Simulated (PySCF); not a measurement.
Two species compared at the same levels of theory.

First species: C3H10SSi2.
SMILES: `CS[SiH2]/C=C\[SiH3]`

Second species: C6H13N.
SMILES with atom numbers: `[CH3:1][NH:2][CH:3]1[CH2:4][CH2:5][CH2:6][CH2:7]1` (hydrogens: H8, H9, H10 on C1; H11 on N2; H12 on C3; H13, H14 on C4; H15, H16 on C5; H17, H18 on C6; H19, H20 on C7)

Levels: PBE0/def2-SVPD for HOMO energy, LUMO energy, HOMO–LUMO gap and static isotropic polarisability; TDDFT PBE0/def2-SVPD for lowest singlet excitation. Geometries: PBE0-D3(BJ)/def2-SVP. All species are isolated and taken at one optimised geometry, non-relativistic unless stated. Electronic properties by PySCF.

The conformers computed, where there is a choice (atom-mapped SMILES and torsion angles):
- `[CH3:1][S:2][SiH2:3]/[CH:4]=[CH:5]\[SiH3:6]`: C1–S2–Si3–C4 -61°, S2–Si3–C4–C5 107°

The conformers of `CNC1CCCC1` aren't listed.

(1) Which has the higher HOMO energy?

(2) Which has the higher S1 energy?

(3) Which has the higher static isotropic polarisability?

(4) Which of the two has the higher HOMO–LUMO gap, and by how much?

(5) Which has the higher LUMO energy?

Results:

(1) The second: -6.38 eV against -6.91 eV, a difference of 0.53 eV.

(2) The second: 5.93 eV against 4.42 eV, a difference of 1.51 eV.

(3) The first: 114.2 au against 80.0 au, a difference of 34.2 au.

(4) The second: 7.13 eV against 5.49 eV, a difference of 1.64 eV.

(5) The second: 0.75 eV against -1.42 eV, a difference of 2.17 eV.

On the first: In wavenumbers S1 is 35600 cm⁻¹ (1 eV = 8065.54 cm⁻¹). The principal polarisabilities are 96.6, 108.1 and 137.8 au; their mean is the isotropic value.

On the second: The polarisability is 11.85 Å³ as a volume (1 au = 0.148185 Å³), or 1.43 au for each of the 56 electrons. The principal polarisabilities are 70.6, 77.9 and 91.4 au; their mean is the isotropic value.
